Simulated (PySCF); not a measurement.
## Working out the ionisation energy of Ar²⁺

Ar²⁺ [Ne] 3s2 3p4 (3P) → Ar³⁺ [Ne] 3s2 3p3 (4S). Computed with PySCF 2.14 in aug-cc-pCVTZ-DK (8s7p5d3f, 75 functions), with scalar relativity by spin-free X2C-1e. Frozen: 1s2. Energies in hartree (1 hartree = 27.21139 eV):

```json
{"part": "UHF", "Ar²⁺ (lower)": "-527.118983", "Ar³⁺ (upper)": "-525.671555"}
{"part": "CCSD correlation", "Ar²⁺ (lower)": "-0.463971", "Ar³⁺ (upper)": "-0.428074"}
{"part": "(T)", "Ar²⁺ (lower)": "-0.006268", "Ar³⁺ (upper)": "-0.005221"}
```

**Question.** What does Hartree-Fock give?

**Answer.** (-525.671555) − (-527.118983) = 1.447428 hartree = 39.387 eV.

**Question.** What do CCSD and CCSD(T) give?

**Answer.** The CCSD correlation energies differ by 0.035897 hartree = 0.977 eV and the triples by 0.001047 hartree = 0.028 eV, so CCSD gives 40.364 eV and CCSD(T) 40.392 eV.

A first-order spin-orbit estimate adds 0.063 eV to CCSD(T) (valence and next inner shell), giving 40.455 eV against 40.735 ± 0.012 eV (semi-empirical (NIST evaluation); NIST Atomic Spectra Database, ionization energies).

What remains against the reference includes basis incompleteness, the frozen core and higher excitations.
